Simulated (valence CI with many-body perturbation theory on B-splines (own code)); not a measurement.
Values are calculated unless marked as measured or tabulated.
## Lu LXIV: what each term of the Hamiltonian does

Method: configuration interaction combined with many-body perturbation theory (CI+MBPT): six valence electrons over a frozen Dirac-Fock core [He], a basis of 9 s, 9 p, 8 d, 6 f, 3 g, 1 h functions for each j, with the one-electron correlation potential Σ1 (screened to all orders), the two-electron term Σ2, the three-electron term Σ3, Breit, model QED; selected single and double excitations, second order for the rest, scaled by the run's own slope (own B-spline code, finite nucleus).

No measured spectrum was set against this ion. As an estimate, large intervals hold to a few tenths of a per cent, small ones and those within an open d or f shell to about a per cent. Among the levels kept, up to 2200 cm⁻¹ of a level comes from second order outside the variational space, and about a tenth of that is noise between levels of different J, which matters for small intervals.

Each rung adds one term. CI alone is the Dirac-Coulomb CI over the frozen core; QED comes last and gives the full result, which names the levels. Energies are above (2s^2 2p1/2^2 2p3/2^2) J=2 on the same rung, in × 10³ cm⁻¹.

Levels are named by their leading jj configuration (3d3/2^4 stands for four electrons in 3d with j = 3/2), which in mixed levels can hold well under half, so a name can repeat and another be missing.

| Level | CI alone | + Σ1 | + Σ2 | + Σ3 | + Breit | Full |
| --- | --- | --- | --- | --- | --- | --- |
| (2s^2 2p1/2^2 2p3/2^2) J=0 | 401.32 | 401.33 | 403.81 | 403.44 | 462.21 | 461.69 |
| (2s^2 2p1/2 2p3/2^3) J=1 | 9401.3 | 9402.9 | 9403.9 | 9403.5 | 9310.8 | 9323.6 |
| (2s^2 2p1/2 2p3/2^3) J=2 | 9607.9 | 9609.5 | 9610.5 | 9609.8 | 9461.2 | 9474.2 |
| (2s 2p1/2^2 2p3/2^3) J=2 | 12537 | 12536 | 12534 | 12532 | 12518 | 12407 |
| (2s 2p1/2^2 2p3/2^3) J=1 | 13160 | 13158 | 13155 | 13152 | 13158 | 13046 |
| (2s^2 2p3/2^4) J=0 | 19160 | 19163 | 19166 | 19165 | 18959 | 18984 |
| (2s 2p1/2 2p3/2^4) J=0 | 22028 | 22028 | 22028 | 22026 | 21919 | 21821 |
| (2s 2p1/2 2p3/2^4) J=1 | 22361 | 22362 | 22360 | 22357 | 22220 | 22122 |
| (2p1/2^2 2p3/2^4) J=0 | 25981 | 25979 | 25973 | 25969 | 25974 | 25752 |
| (2s^2 2p1/2^2 2p3/2 3s) J=2 | 64102 | 64104 | 64106 | 64105 | 64027 | 64048 |
| (2s^2 2p1/2^2 2p3/2 3s) J=1 | 64169 | 64171 | 64173 | 64171 | 64097 | 64118 |
| (2s^2 2p1/2^2 2p3/2 3p1/2) J=1 | 65014 | 65015 | 65017 | 65015 | 64984 | 64969 |
| (2s^2 2p1/2^2 2p3/2 3p1/2) J=2 | 65042 | 65043 | 65045 | 65043 | 64997 | 64982 |
| (2s^2 2p1/2^2 2p3/2 3p3/2) J=3 | 67730 | 67732 | 67734 | 67732 | 67645 | 67634 |
| (2s^2 2p1/2^2 2p3/2 3p3/2) J=1 | 67728 | 67730 | 67731 | 67730 | 67648 | 67637 |
| (2s^2 2p1/2^2 2p3/2 3p3/2) J=2 | 67945 | 67947 | 67948 | 67946 | 67868 | 67858 |
| (2s^2 2p1/2^2 2p3/2 3p3/2) J=0 | 68122 | 68124 | 68126 | 68124 | 68069 | 68058 |
| (2s^2 2p1/2^2 2p3/2 3d3/2) J=2 | 68656 | 68658 | 68661 | 68659 | 68579 | 68563 |
| (2s^2 2p1/2^2 2p3/2 3d3/2) J=3 | 68735 | 68737 | 68740 | 68738 | 68642 | 68626 |

How does the ionisation energy move along the ladder, and which term matters most?

CI alone 14906, + Σ1 14907, + Σ2 14907, + Σ3 14907, + Breit 14893, + QED 14891 eV. The largest step is Breit, -14 eV. NIST lists 14890 ± 19 eV (theoretical).
